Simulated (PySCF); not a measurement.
# `InChI=1S/C9H14/c1-9-7-5-3-2-4-6-8-9/h2-3,8H,4-7H2,1H3/b3-2-,9-8-`

Cartesian coordinates in Å; atom numbers follow the order of the lines, from 1:
```xyz
23

C     2.7554   -0.1827   -0.8192
C     1.4686    0.0952   -0.1017
C     0.8780    1.2979   -0.1633
C    -0.4378    1.6764    0.4541
C    -1.6724    1.1120   -0.2936
C    -2.2520   -0.1416    0.3035
C    -1.6778   -1.3488    0.3680
C    -0.3147   -1.7327   -0.1391
C     0.8603   -1.0768    0.6289
H     3.5382   -0.5107   -0.1136
H     2.6305   -1.0035   -1.5471
H     3.1261    0.6997   -1.3601
H     1.3771    2.0750   -0.7550
H    -0.5078    2.7746    0.4727
H    -0.4829    1.3501    1.5077
H    -1.3924    0.9352   -1.3474
H    -2.4612    1.8790   -0.3143
H    -3.2490   -0.0448    0.7488
H    -2.2492   -2.1436    0.8612
H    -0.2241   -1.4737   -1.2094
H    -0.2195   -2.8274   -0.0832
H     0.5066   -0.7672    1.6262
H     1.6454   -1.8297    0.8010
```

Level of theory: PySCF 2.14.0, quadratic response CAM-B3LYP/def2-SVPD first hyperpolarisability, Taylor convention, gas phase. Geometry: PBE0-D3(BJ)/def2-SVP.

(1) Give the tensor of the static β(0;0,0) in the axes of these coordinates.

Answers

(1) In au, Taylor convention; rows are the first index (the induced dipole):
```csv
,xx,yy,zz,xy,xz,yz
x,+11.4,+2.0,-3.8,-4.4,+2.2,+9.9
y,-4.4,-5.1,-4.3,+2.0,+9.9,-1.2
z,+2.2,-1.2,-7.6,+9.9,-3.8,-4.3
```
Norm of βᵢ = ⅓ Σⱼ (βᵢⱼⱼ + βⱼᵢⱼ + βⱼⱼᵢ): 18.1 au, hyper-Rayleigh value 10.9 au.
